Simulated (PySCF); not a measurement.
WS2ClBr, SMILES [S]=[W](=[S])([Cl])[Br], multiplicity 1. Atoms are numbered in the order given.

```xyz
5

W      0.0350     0.2938     0.0000
S      1.1487     0.8614    -1.7063
S      1.1487     0.8614     1.7063
Cl    -1.9273     1.4108     0.0000
Br    -0.1882    -2.0940     0.0000
```
Charge 0, spin multiplicity 1.

Coordinates come from a PBE0-D3(BJ)/def2-SVP optimisation. The multiplicity is an assumed one; no other spin state was optimised. The structure was generated by enumeration; whether it is a known compound was not checked. The def2 effective core potentials stand for the cores of W; spin–orbit coupling is left out.

The numbers are results of TDDFT-PBE/def2-SVPD (PySCF), not measurements.

Vertical excitations. Gas-phase values at a fixed geometry. State labels are in the subgroup Cs.

```tsv
state	symmetry	energy (eV)	λ (nm)	f	main pairs
S1	A"	2.46	504	0.007	HOMO→LUMO 96 %
S2	A'	2.69	461	0.002	HOMO→LUMO+1 98 %
S3	A"	3.18	390	0.000	HOMO−1→LUMO 99 %
S4	A"	3.33	373	0.000	HOMO→LUMO+2 98 %
S5	A'	3.37	368	0.013	HOMO−2→LUMO 95 %
S6	A'	3.67	338	0.009	HOMO−1→LUMO+1 79 %
S7	A"	3.69	336	0.001	HOMO−2→LUMO+1 75 %, HOMO→LUMO+3 18 %
S8	A'	4.01	309	0.001	HOMO−3→LUMO 65 %, HOMO→LUMO+4 20 %, HOMO−2→LUMO+2 13 %
S9	A"	4.05	306	0.008	HOMO−1→LUMO+2 55 %, HOMO→LUMO+3 33 %, HOMO−4→LUMO 9 %
S10	A"	4.09	303	0.000	HOMO−4→LUMO 89 %
T1	A"	2.13	583	0	HOMO→LUMO 98 %
T2	A'	2.43	510	0	HOMO→LUMO+1 98 %
T3	A"	2.97	418	0	HOMO−1→LUMO 94 %
T4	A'	3.03	409	0	HOMO−1→LUMO+1 90 %
```
Triplets are in the Tamm–Dancoff approximation, which puts them higher than full response would, so one can lie above its singlet here.
